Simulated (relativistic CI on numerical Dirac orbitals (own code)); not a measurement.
Radial Dirac CI calculation of Te2+: levels, rates and radial parameters.

Command:

```sh
python run_levels.py task.json out
```

Input:

```
atom Te  Z=52  charge=2  electrons=50
nucleus A=130  rms_radius_fm=4.7423
hamiltonian dirac-coulomb  breit=on  qed=on  c_scale=1
orbitals kli  potential=per-configuration
slater_scale 0.85
correlation p86
mixing on
configurations
  [Kr] 4d10 5s2 5p2
  [Kr] 4d10 5s 5p3
  [Kr] 4d10 5s2 5p 5d
  [Kr] 4d10 5p4
  [Kr] 4d10 5s2 5d2
  [Kr] 4d10 5s2 5p 6s
  [Kr] 4d10 5s2 5p 5f
  [Kr] 4d10 5s 5p2 5d
  [Kr] 4d10 5s2 5p 6p
  [Kr] 4d10 4f2 5s2
  [Kr] 4d10 5s2 5p 7s
  [Kr] 4d10 5s2 5p 6d
  [Kr] 4d10 4f 5s2 5p
  [Kr] 4d10 5s 5p2 5f
  [Kr] 4d10 5s2 5p 7p
  [Kr] 4d10 5s2 5f2
  [Kr] 4d10 5s2 5p 5g
  [Kr] 4d10 5s2 5p 8s
  [Kr] 4d10 5s2 5p 7d
  [Kr] 4d10 5p2 5d2
  [Kr] 4d10 5s2 5p 8p
  [Kr] 4d10 5s2 5p 6f
  [Kr] 4d10 5s 5p2 6s
  [Kr] 4d10 4f 5s2 5d
  [Kr] 4d10 5s 5p 6s2
  [Kr] 4d10 5p3 6p
  [Kr] 4d10 5s 5p2 6p
  [Kr] 4d10 5s2 5f 6p
  [Kr] 4d10 5p3 5d
  [Kr] 4d10 5s2 5d 6s
  [Kr] 4d10 4f2 5p2
  [Kr] 4d10 5s 5p 5d2
  [Kr] 4d10 5s 5p 5d 6p
  [Kr] 4d10 5s 5p 6s 6p
  [Kr] 4d10 5s2 5d 5f
  [Kr] 4d10 4f 5s 5p2
  [Kr] 4d10 5p2 5f2
  [Kr] 4d10 5s2 6s2
  [Kr] 4d10 4f 5p3
  [Kr] 4d10 4f 5s2 5f
end
```

Hardware: one thread of Neoverse-V1, on a shared host. Rates were computed among at most 217 levels.

(1) How large is the problem, and how long does it take?

## Answers

(1) 1317 determinants at the lowest M give 1317 levels; 398 SCF iterations in all; about 5.3 s of CPU and 0.16 GiB at the peak.
